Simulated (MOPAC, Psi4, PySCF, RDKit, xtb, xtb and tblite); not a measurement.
Two geometries of SMILES C=C[SiH2][SiH2][Si](Cl)(Cl)Cl, relaxed at GFN2-xTB with one dihedral held; other torsions can differ between them too.

Structure A

```
15

C      1.9258    -0.6919     0.6206
C      1.9150     0.6314     0.5926
Si     0.6033     1.6832    -0.2617
Si    -1.0397     0.3328    -1.2066
Si    -2.1579    -1.0054     0.3391
Cl    -1.8763    -0.2906     2.2329
Cl    -4.1686    -1.1292     0.0769
Cl    -1.4752    -2.9241     0.3662
H      2.6938    -1.2567     1.1274
H      1.1623    -1.2817     0.1352
H      2.7134     1.1584     1.1018
H      0.0642     2.6187     0.7369
H      1.2904     2.5123    -1.2648
H     -2.0636     1.1323    -1.8974
H     -0.5261    -0.5604    -2.2574
```

Structure B

```
15

C     -2.7870    -0.3572     0.4775
C     -1.6675     0.3067     0.7196
Si    -0.7734     1.4052    -0.5217
Si     1.0881     0.2580    -1.3389
Si     1.3176    -1.8688    -0.4181
Cl     1.4758    -1.7664     1.6129
Cl     2.9011    -2.9714    -1.0470
Cl    -0.3441    -2.9933    -0.7898
H     -3.2541    -0.9989     1.2090
H     -3.2923    -0.2866    -0.4723
H     -1.2069     0.1934     1.6943
H     -0.4011     2.6511     0.1648
H     -1.7122     1.7741    -1.5895
H      2.3476     0.9768    -1.0918
H      1.0563     0.0930    -2.8004
```

Q: Which is lower in energy at the level B3LYP-D3(BJ)/def2-SVP // GFN2-xTB in Psi4 1.11, and by how much?

A: A is lower, by 0.45 kcal/mol (dihedral C2–Si3–Si4–Si5: 60° in A, 0° in B).

E(B) − E(A) in kcal/mol at the other levels, on the same two geometries: GFN2-xTB (xtb and tblite) 0.19; MMFF94 // GFN2-xTB (RDKit) -2.76; B3LYP/def2-SVP // GFN2-xTB (Psi4) 0.21; PBE/def2-SVP // GFN2-xTB (Psi4) 0.35; PBE-D3(BJ)/def2-SVP // GFN2-xTB (Psi4) 0.46; UFF // GFN2-xTB (RDKit) 0.05; AM1, restricted, heats of formation // GFN2-xTB (MOPAC) -1.92; PM6, restricted, heats of formation // GFN2-xTB (MOPAC) -0.61; GFN1-xTB // GFN2-xTB (xtb) 0.63; restricted B3LYP/6-31G*, spherical d, density fitting // GFN2-xTB (PySCF) -0.47; restricted LDA (SVWN5)/6-31G*, spherical d, density fitting // GFN2-xTB (PySCF) 0.14; restricted MP2 (frozen core)/3-21G // GFN2-xTB (PySCF) 0.48; restricted Hartree-Fock/LANL2DZ, with its core potentials past Ne // GFN2-xTB (PySCF) -0.84.
